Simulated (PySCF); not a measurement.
These 2 structures share the formula C6H9N3S. Theory: PySCF 2.14.0, PBE0-D3(BJ)/def2-SVP geometry optimisation, gas phase. One conformer each; no zero-point energy, no entropy. No frequencies were run at this level. Point groups hold within 0.08 Å.

Task: Order them by energy at this level, lowest first, and give relative energies in kJ/mol.
A. `[CH2:1]=[CH:2][n:3]1[n:4][c:5]([CH3:6])[c:7]([S:8][CH3:9])[n:10]1` with C1–C2–N3–N4 179°, C5–C7–S8–C9 180°
B. `[CH3:1][CH2:2][c:3]1[cH:4][c:5]([S:6][CH3:7])[n:8][n:9][n:10]1` with C1–C2–C3–C4 -116°, C4–C5–S6–C7 180°

Result: A (0.0), B (48.6).

As drawn, the lower has a C=C bond outside aromatic rings, which the higher lacks.

| SMILES | E (Eh) | E rel (kJ/mol) | dipole (D) | point group | A, B, C (MHz) |
| --- | --- | --- | --- | --- | --- |
| C=Cn1nc(C)c(SC)n1 | -795.46156 | 0.0 | 0.80 | Cs | 1659, 908.3, 591.3 |
| CCc1cc(SC)nnn1 | -795.44307 | 48.6 | 3.52 | C1 | 2975, 628.3, 541.5 |

Task: How do the relative energies change in single points at PBE0/pcSseg-1 (no added dispersion term) on the same geometries?

Result: 
```csv
SMILES,PBE0-D3(BJ)/def2-SVP (kJ/mol),PBE0/pcSseg-1 (kJ/mol),shift
C=Cn1nc(C)c(SC)n1,0.0,0.0,0.0
CCc1cc(SC)nnn1,48.6,43.5,-5.1
```

Each column counts from its own lowest isomer. The order is unchanged; the largest shift is 5.1 kJ/mol.
